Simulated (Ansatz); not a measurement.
System: sum formula MoOF2, charge 0, multiplicity 3. The spin state was set by rule; other spins were not relaxed. 
Structure (B3LYP-D3(BJ)/def2-TZVP (Ansatz, an electronic-structure program) minimum search):
SMILES: [O]=[Mo]([F])[F]
```xyz
4

Mo     0.0627    -0.0208    -0.0149
O      1.6036    -0.5319    -0.3809
F     -0.7477    -0.4073     1.6394
F     -0.9704     0.9771    -1.2312
```
Charge 0, spin multiplicity 3.

Total electronic energies in hartree. Correlated levels leave the core frozen unless marked. Open shells are spin-unrestricted. No spin-orbit coupling. The frozen core is the preceding noble-gas configuration, with the filled d and f shells of earlier blocks. In def2 rows, elements after Kr have scalar-relativistic effective core potentials. STO-3G rows are all-electron and non-relativistic. CBS(X,Y): correlation extrapolated as X^-3; Hartree-Fock from the larger set. The bracket is a focal-point correction in the basis named. The program attaches cautions to a run behind CCSD(T)/STO-3G: large difference.

The UHF reference is spin-contaminated (<S^2> 0.27 over the pure value in the largest basis). 

| level | program | energy (Eh) |
|---|---|---|
| HF/def2-SVP | Ansatz | -341.13816 |
| r2SCAN/def2-TZVPD | Ansatz | -343.29782 |
| CAM-B3LYP/def2-TZVPD | Ansatz | -343.25321 |
| wB97M-V/def2-TZVPD | Ansatz | -343.20342 |
| SCS-MP2/def2-SVP | Ansatz | -341.80263 |
| SCS-MP2/def2-TZVPP | Ansatz | -342.39471 |
| CCSD/def2-SVP | Ansatz | -341.85593 |
| CCSD(T)/STO-3G | Ansatz | -4206.24949 |
| RI-MP2/CBS(def2-TZVPP,def2-QZVPP)+[CCSD(T)-MP2]/def2-TZVPP | Ansatz | -342.6336 |

Totals of different functionals don't rank their quality; only differences between species are comparable.
